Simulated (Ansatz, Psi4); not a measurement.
# Heat of formation of B2O2 (diboron dioxide) from total energies

B2O2: 4 atoms, total charge 0, spin state singlet. SMILES: `O=BB=O`. The coordinates come from a PBE0-D4/def2-TZVP relaxation.

Total energies at revPBE/aug-cc-pVDZ (Psi4 1.11); the atoms run unrestricted:

```
species    state  energy (Eh)
   B2O2  singlet  -200.204708
      O  triplet   -75.053028
      B  doublet   -24.651090
```

Harmonic wavenumbers at PBE0-D4/def2-TZVP, in cm⁻¹: 214, 214, 498, 498, 613, 1985, 2158.

Measured heats of formation of the gaseous atoms at 298.15 K, in kJ/mol: O 249.2, B 570.3. Spin-orbit lowering of the atoms at 298 K (mean of the ground term's levels less their thermal mean, from spectra), in kJ/mol: O 0.40, B 0.00. Take 1 Eh = 2625.50 kJ/mol, 1 cm⁻¹ = 0.0119627 kJ/mol, RT = 2.479 kJ/mol.

**Question.** What heat of formation follows?

**Answer.** 
1. Electronic atomisation energy: 2 × (-75.053028) + 2 × (-24.651090) − (-200.204708) = 0.796472 Eh = 2091.1 kJ/mol.
2. Zero-point energy: half the sum of the wavenumbers, 3090 cm⁻¹ = 37.0 kJ/mol.
3. Thermal vibrational enthalpy, Σ hcν̃/(exp(hcν̃/kT) − 1): 4.4 kJ/mol. Translation, rotation and pV of a linear molecule: 3.5 RT = 8.7 kJ/mol.
4. The 4 free atoms carry 5/2 RT each: 24.8 kJ/mol.
5. Spin-orbit coupling lowers the free atoms by 2 × 0.40 + 2 × 0.00 = 0.8 kJ/mol.
6. Atomisation enthalpy at 298 K: 2091.1 − 0.8 − 37.0 − 4.4 − 8.7 + 24.8 = 2065.0 kJ/mol.
7. Sum of the atoms' heats of formation: 1639.0 kJ/mol. Heat of formation: 1639.0 − 2065.0 = -426.0 kJ/mol.

The tabulated value is -456.1 kJ/mol (NIST-JANAF tables; in doubt: it rests on an older heat of the boron atom), so this level is off by +30.1 kJ/mol, or 1.4 % of the atomisation enthalpy that the table implies (2095.1 kJ/mol). Anharmonicity and any spin-orbit splitting of the molecule are left out.
